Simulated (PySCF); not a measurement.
C₆ coefficients of unlike pairs at PBE0

Calculated with PySCF 2.14 from the dipole response of each species, C₆(A,B) = (3/π) ∫ α_A(iu) α_B(iu) du, in atomic units, from isotropic polarisabilities. For ions this is the dispersion term alone; charge-induced terms of lower order in 1/R come first.

```tsv
species	configuration	basis	relativity	α (bohr³)	C₆ (like pair)
Zn²⁺	[Ar] 3d10 (1S)	aug-cc-pVTZ-PP with one added diffuse shell each of s, p, d, f, g type with ECP10MDF (7s7p6d4f3g)	core potential	2.676	6.994
As	[Ar] 3d10 4s2 4p3 (4S)	aug-cc-pVQZ-PP with one added diffuse shell each of s, p, d, f, g type with ECP10MDF (8s7p6d4f3g)	core potential	32.09	272.0
Ca⁺	[Ar] 4s1 (2S)	dyall-av3z (25s18p5d4f)	spin-free X2C	84.26	628.2
Pb	[Xe] 4f14 5d10 6s2 6p2 (3P)	aug-cc-pVTZ-PP with one added diffuse shell each of d, f type with ECP60MDF (6s5p5d3f)	core potential	65.49	754.4
```

Question: Estimate C₆ for As with Zn²⁺.

Answer: The integral gives 36.01. The combination rule 2 C_A C_B / (C_A α_B/α_A + C_B α_A/α_B) gives 35.71 and the geometric mean 43.62.

No spin-orbit coupling is included, so Pb, close to jj coupling, stand for model states.

The other pairs:

| pair | C₆ |
| --- | --- |
| Pb, As | 447.7 |
| Ca⁺, Zn²⁺ | 40.93 |
| Ca⁺, As | 367.8 |
| Pb, Ca⁺ | 652.1 |
| Pb, Zn²⁺ | 56.64 |
